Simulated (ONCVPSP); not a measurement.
## S: one change to an ONCV potential, before and after

| Item | Value |
| --- | --- |
| Element | S |
| Generator | ONCVPSP 4.0.1 |
| Type | optimised norm-conserving Vanderbilt (ONCV) |
| Functional | PBE |
| Relativity | scalar-relativistic |
| Frozen core | [Ne] |
| Valence charge | 6 |
| Reference configuration | 3s2 3p2 (charge +2) |
| Partial waves | 3s: rc 1.15 bohr, ncon 3, nbas 6, qcut 6.2 1/bohr, 3 projectors, debl 1.7 Ha; 3p: rc 1.15 bohr, ncon 4, nbas 8, qcut 6.2 1/bohr, local; d scattering state at 0.28 Ha: rc 1.45 bohr, ncon 4, nbas 7, qcut 6.8 1/bohr, 1 projector |
| Local potential | the p channel |
| Core correction | Teter function, fcfact 2.5, rcfact 1.55 |

In the d channel the program set the typed energies aside and used 0.050 Ha.

Change: core correction Teter function, fcfact 2.5, rcfact 1.38.

Cutoffs: the cutoffs (Ha) at which the residual kinetic energy of the hardest occupied pseudo-wave falls to 1 and 0.1 mHa per electron; they do not see the model core or the augmentation charge, which bear on the density cutoff. Errors are all-electron minus pseudo energies relative to the spin-unpolarised reference configuration.

Question: Predict the effect on cutoff, ghosts and configuration errors.

Answer: The potential gets neither clearly harder nor softer (77 Ha and 151 Ha → 77 Ha and 151 Ha); both files keep a bound ghost (s); of the 4 tests that both files solve, the error grows in 2 and shrinks in 0 by more than 15 % and 0.3 meV (median size 5.5 → 12.2 meV). A model core, the more so a compact one, raises the density cutoff, which this test does not measure.

```tsv
quantity	base	changed
cutoff, loose	77 Ha	77 Ha
cutoff, tight	151 Ha	151 Ha
bound ghosts	s	s
GHOST(+) flags under 300 eV	none	none
error for 3s2 3p4, meV [ΔE -34.05 eV]	+17	+18
error for 3s2 3p3, meV [ΔE -22.28 eV]	+5.9	+6.6
error for 3s2 3p1, meV [ΔE 34.04 eV]	+1.7	+5.9
error for 3s2 3p0, meV [ΔE 80.84 eV]	-5.2	+29
s: phases at 1.17 bohr within 0.05 rad from the reference energy up to (Ha; the scan ends near 5)	to the end of the scan	to the end of the scan
p: phases at 1.17 bohr within 0.05 rad from the reference energy up to (Ha; the scan ends near 5)	2.2	2.2
d: phases at 1.47 bohr within 0.05 rad from the reference energy up to (Ha; the scan ends near 5)	3.2	3.2
rms error of d²Exc/dni dnj with the model core, mHa	1.70	0.24
```

 A true bound ghost makes a file unfit for plane-wave use even where its test errors are small: the radial tests pick states by their node count and pass the ghost by.
